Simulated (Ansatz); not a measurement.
`CN([SiH3])[SiH3]` → `[CH2]` (triplet) + `[SiH3]N[SiH3]` at 500 K and 1 bar (formal loss of a carbene).

Gas-phase electronic energies from Ansatz, PBE0-D4/def2-TZVP geometries. CCSD(T)/CBS adds triple-zeta CCSD(T) − MP2 to the extrapolated MP2 energy (def2 sets, frozen cores). This one scheme is used for every species. Triplets are unrestricted, without spin–orbit coupling.

```
           species  CCSD(T)/CBS energy (Eh)  H − E (kJ/mol)  S (J/(mol·K))
`CN([SiH3])[SiH3]`               -676.35037           299.0          427.5
 `[CH2]` (triplet)                -39.09499            62.7          213.9
   `[SiH3]N[SiH3]`               -637.10515           216.0          394.7
```

H − E and S are ideal-gas, rigid-rotor, harmonic terms from PBE0-D4/def2-TZVP, with the whole ground term of open shells counted as degenerate. 1 Eh = 2625.50 kJ/mol, R = 8.31446 J/(mol·K).

Problem. By hand: ΔE, ΔH, ΔS and ΔG.

Solution. ΔE = (-39.09499) + (-637.10515) − (-676.35037) = 0.15023 Eh = 394.4 kJ/mol. Δ(H − E) = 62.7 + 216.0 − 299.0 = -20.3, so ΔH = 374.1 kJ/mol. ΔS = 213.9 + 394.7 − 427.5 = 181.1 J/(mol·K). ΔG = 374.1 − 500 × (181.1)/1000 = 283.6 kJ/mol.

Problem. By hand: the equilibrium constant, and the temperature at which ΔG would vanish if ΔH and ΔS stayed fixed.

Solution. log₁₀ K = −ΔG/(RT ln 10) = -29.6. ΔG = 0 at ΔH/ΔS = 2066 K.

The number of gas molecules changes by +1, which sets the sign of ΔS. A doubt of 5 kJ/mol in ΔE shifts log₁₀ K by 0.5 here. Modes under 60 cm⁻¹, often nearly free rotors, make the harmonic entropy too high. A triplet takes part, so the spin changes. These are equilibria of isolated gas molecules and say nothing of rates. Largest T1 diagnostic: 0.011 (customary marks: 0.02 for closed shells, 0.045 for open ones).
